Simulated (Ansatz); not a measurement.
Reaction (formal exchange of groups at a B–Ge bond): `[BH2][GeH2][CH]=O` + `C[O][AlH][Cl]` → `BC[O][AlH][Cl]` + `O=[CH][GeH3]`

Isolated molecules relaxed with PBE0-D4/def2-TZVP in Ansatz; ΔE leaves out vibrations. CBS: MP2 limit from def2 TZ/QZ plus the TZ coupled-cluster correction, frozen cores. Functionals use def2-TZVPP. B3LYP here is the variant with VWN-RPA as its local correlation; programs differ in this. For Ge outer-core shells are correlated without core-valence functions, which leaves a few kJ/mol of doubt a bond. Scalar relativity is left out up to krypton. One conformer a species, not always the lowest.

| level | ΔE (kcal/mol) | difference from CCSD(T)/CBS |
| --- | --- | --- |
| PBE-D4 | -1.4 | 0.3 |
| ωB97X-V | -3.3 | -1.6 |
| B2PLYP | -2.3 | -0.6 |
| PBE | -1.0 | 0.7 |
| PBE0 | -2.0 | -0.3 |
| B3LYP | -2.1 | -0.4 |
| HF/def2-TZVPP | -2.7 | -1.0 |
| MP2/def2-TZVPP | -2.3 | -0.6 |
| CCSD/def2-TZVPP | -1.8 | -0.1 |
| SCS-MP2/def2-QZVPP | -2.3 | -0.6 |
| CCSD(T)/CBS | -1.7 | 0 |

Largest T1 diagnostic among the species: 0.016.

From PBE to PBE0 (25 % exact exchange), in def2-TZVPP and without D4, ΔE moves by −1.0 kcal/mol.
